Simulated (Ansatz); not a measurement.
CH$_{8}$Si$_{2}$Te (`C[SiH2][SiH2][TeH]`). Charge 0, multiplicity 1. Te: def2 effective core potential.

```xyz
12

C     0.085   -1.098   -1.486
Si   -0.689   -0.793    0.191
Si   -0.402    1.437    0.827
Te    2.050    1.953    0.836
H    -0.413   -0.504   -2.255
H     0.006   -2.151   -1.763
H     1.141   -0.819   -1.473
H    -0.037   -1.634    1.235
H    -2.141   -1.133    0.177
H    -0.955    2.382   -0.183
H    -1.021    1.751    2.144
H     2.377    0.608    1.750
```

Q: List the harmonic frequencies (cm⁻¹, unscaled) at PBE0-D4/def2-TZVP in Ansatz. (Best estimate.)

A: Computed: 51, 72, 121, 152, 174, 315, 389, 429, 446, 521, 619, 647, 692, 728, 745, 875, 886, 921, 938, 1275, 1449, 1452, 2148, 2195, 2203, 2207, 2217, 3055, 3141, 3144.

Q: Is this a minimum?

A: Yes, all 30 modes are real.

Q: Give the ideal-gas thermochemistry at 298.15 K and 1 bar (rigid rotor, harmonic oscillator; point group C1, symmetry number 1).

A: Zero-point energy 204.6 kJ/mol; H(298) − E = 230.0 kJ/mol; entropy 397.0 J/(mol·K), of which translation 175.2, rotation 121.9, vibration 99.9; G(298) − E = 111.6 kJ/mol. Modes under 100 cm⁻¹ are hindered rotations or soft bends, so the harmonic entropy is rough.
